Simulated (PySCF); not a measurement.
Computed IR spectrum (relative IR intensity) of a molecule C₄H₈OSi. Geometry: PBE-D3(BJ)/def2-SVP. One conformer was computed; it need not be the lowest. These are PBE-D3(BJ)/def2-SVP run with PySCF values and carry that method's errors. Frequencies are harmonic and unscaled.

ν (cm⁻¹): 383 (w), 549 (vw), 628 (w), 730 (vw), 777 (m), 812 (w), 889 (m), 902 (w), 905 (m), 929 (m), 959 (w), 1000 (w), 1096 (m), 1176 (vw), 1216 (w), 1318 (w), 1387 (vw), 1446 (vw), 1693 (vs), 2140 (m), 2146 (m), 2153 (m), 2987 (m), 3049 (w) (against the strongest line: vs over 80 %, s over 45 %, m over 15 %, w over 4 %, vw less)

**Question.** Identify the compound among the candidates.
(A) [SiH3]CC1=CCO1
(B) O[Si@H]1C=CCC1
(C) [SiH3]/C=C1\CCO1
(D) C=C(C)C(=O)[SiH3]

**Answer.** C, [SiH3]/C=C1\CCO1
